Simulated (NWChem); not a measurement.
System: C$_{3}$H$_{4}$S; SMILES C#CCS

Input file for NWChem:

```
start job
memory heap 200 mb stack 900 mb global 1100 mb
geometry units angstroms noautoz
  C      0.482500     2.313410     0.000000
  C     -0.129953     1.273360     0.000000
  C     -0.851409     0.010413     0.000000
  S      0.356123    -1.406435     0.000000
  H      1.016726     3.235916     0.000000
  H     -1.487910    -0.066951    -0.887491
  H     -1.487910    -0.066951     0.887491
  H     -0.583760    -2.378414     0.000000
end
basis spherical
  C library cc-pvtz
  S library cc-pvtz
  H library cc-pvtz
end
dft
  xc xtpss03 ctpss03
  iterations 150
  semidirect filesize 400000000
  mulliken
end
task dft energy
```

All runs use the structure optimised with B3LYP/6-31G* (spherical d).

Question: Predict the main results of this run. (TPSS/cc-pVTZ.) Quantities: basis functions; energy (Ha); highest occupied level (eV); orbital gap (eV); dipole (D).

Answer: 
```
Item                           Value
---------------------------  -------
number of basis functions        180
energy (Ha)                  -514.94
highest occupied level (eV)    -5.88
orbital gap (eV)                5.09
dipole (D)                      1.52
```
